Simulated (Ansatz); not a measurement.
Question: Name a neutral molecule of C, F and H with HOMO–LUMO gap (PBE0/def2-TZVPP) between 10.95 and 11.25 eV and HOMO energy (B3LYP/def2-TZVPP) between -9.70 and -9.40 eV (Ansatz, PBE0-D4/def2-TZVP geometry).

Answer: `CC(F)F` (11.15 eV, -9.44 eV); `FCC(F)F` (11.11 eV, -9.53 eV); `CC(F)(F)CC(F)F` (11.05 eV, -9.55 eV). Other molecules can fit too; these were computed, each in one conformer that needn't be the lowest.

B3LYP here is the variant with VWN-RPA as its local correlation; programs differ in this.
